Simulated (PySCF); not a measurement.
## I (iodine, neutral) across methods

[Kr] 4d10 5s1 5p6, 2S determinant (an excited configuration). All numbers are calculated (PySCF 2.14, scalar relativity through the core potential, in def2-TZVPPD with the def2 core potential (28 electrons) (7s6p4d2f, 59 functions)).

```
 method  E (hartree)  mean ε 5s α (eV)  mean ε 5p α (eV)  mean ε 5p β (eV)  Σ⟨r²⟩ (bohr²)   ⟨S²⟩
LC-wPBE    -297.2897           -24.273           -11.910           -10.531          60.39  0.755
   PW91    -297.3892           -18.664            -7.965            -7.352          60.72  0.752
    UHF   -296.19130           -26.626           -12.471            -9.583          62.26  0.783
 PBEsol    -296.9939           -18.647            -7.930            -7.313          60.63  0.752
 r2SCAN    -297.3953           -19.458            -8.367            -7.467          60.56  0.757
    PBE    -297.2804           -18.600            -7.926            -7.298          60.77  0.752
    LDA    -296.8725           -18.824            -8.035            -7.480          60.68  0.752
   MN15    -296.5531           -21.642            -9.749            -8.633          61.26  0.755
   PBE0    -297.2870           -20.805            -9.248            -8.151          60.76  0.755
```

Energies and moments cover only the electrons outside the core potential.
